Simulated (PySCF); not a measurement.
PySCF job for PbFI, SMILES [F][Pb][I] (connectivity only; charge and spin as stated), neutral, multiplicity 1, IEF-PCM-ωB97X/def2-SVP. The structure is a stationary point at B3LYP-D3(BJ)/def2-TZVP. The def2 effective core potentials stand for the cores of I, Pb; spin–orbit coupling is left out.

```python
import numpy as np
from pyscf import gto, scf, dft
from pyscf.solvent import pcm

mol = gto.M(
    atom='''
    Pb    0.22964314    1.00495817    0.00000000
    F    -1.76455141    1.52863764    0.00000000
    I    -0.05565613   -1.81442092    0.00000000
    ''',
    basis='def2-SVP',
    ecp={'I': 'def2-svp', 'Pb': 'def2-svp'},
    charge=0,
    spin=0,
    max_memory=1600,
    verbose=3,
)
mf = dft.RKS(mol, xc='wb97x').density_fit(auxbasis='def2-universal-jkfit')
mf.grids.level = 3
mf.conv_tol = 1e-9
mf.max_cycle = 100
mf.kernel()
res = {}
for name, eps in {'water': 78.355, 'toluene': 2.3741, 'tetrahydrofuran': 7.4257}.items():
    s = mf.PCM()
    s.with_solvent.method, s.with_solvent.eps, s.with_solvent.lebedev_order = 'IEF-PCM', eps, 29
    s.kernel(mf.make_rdm1())
    res[name] = (s.e_tot, eps, s.dip_moment(), s.mo_energy, s.converged)
    print(f'{name}: electrostatic solvation free energy {(s.e_tot - mf.e_tot) * 627.509474:.3f} kcal/mol')
```

Program output:

```
converged SCF energy = -590.480944625419

WARN: PCM is an experimental feature. It is still in testing.
Features and APIs may be changed in the future.

converged SCF energy = -590.501979790999
Dipole moment(X, Y, Z, Debye):  4.94012,  4.80180,  0.00000
water: electrostatic solvation free energy -13.200 kcal/mol

WARN: PCM is an experimental feature. It is still in testing.
Features and APIs may be changed in the future.

converged SCF energy = -590.490433350054
Dipole moment(X, Y, Z, Debye):  4.25362,  3.72749, -0.00000
toluene: electrostatic solvation free energy -5.954 kcal/mol

WARN: PCM is an experimental feature. It is still in testing.
Features and APIs may be changed in the future.

converged SCF energy = -590.497854055245
Dipole moment(X, Y, Z, Debye):  4.69057,  4.41250, -0.00000
tetrahydrofuran: electrostatic solvation free energy -10.611 kcal/mol
```

The run converged.
